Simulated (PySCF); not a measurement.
C2H6F2Si, SMILES C[Si@H](F)CF.

Geometry: PBE-D3(BJ)/def2-SVP. The structure was generated by enumeration; whether it is a known compound was not checked. Other conformers were not sampled.

All values below come from PySCF with PBE-D3(BJ)/def2-SVP.

Frequencies are harmonic and unscaled.

```
mode  ν (cm⁻¹)  IR (km/mol)  moving atoms (share of kinetic energy)
----  --------  -----------  --------------------------------------
1           82          2.7                  F 54 %, H 21 %, C 20 %
2          127          1.5         H 38 %, F 31 %, C 21 %, Si 10 %
3          141          0.5                                  H 82 %
4          212          2.3                  F 48 %, C 25 %, H 23 %
5          245          7.9         Si 32 %, H 31 %, F 26 %, C 11 %
6          313          8.3         F 37 %, C 26 %, Si 19 %, H 18 %
7          593          9.1                  H 54 %, C 33 %, Si 8 %
8          644         15.4                          H 60 %, C 35 %
9          687         20.0                 H 51 %, C 27 %, Si 15 %
10         743         71.5                 H 50 %, Si 26 %, C 22 %
11         761         17.8                 H 56 %, C 28 %, Si 12 %
12         819         12.6                 H 48 %, F 36 %, Si 10 %
13         854        136.0                 H 73 %, C 14 %, Si 12 %
14         919        167.4          H 37 %, Si 37 %, F 17 %, C 9 %
15        1047         63.8                   C 50 %, F 41 %, H 8 %
16        1200          2.7                                  H 91 %
17        1223         30.5                          H 78 %, C 22 %
18        1265          2.1                          H 73 %, C 25 %
19        1377          2.0                                  H 96 %
20        1382          5.1                                  H 96 %
21        1395          4.4                                  H 93 %
22        2187        122.4                                  H 97 %
23        2927         20.6                                  H 95 %
24        2977          0.6                                  H 97 %
25        2982         21.4                          H 90 %, C 10 %
26        3076          2.4                           H 91 %, C 9 %
27        3082          1.1                           H 91 %, C 9 %
```
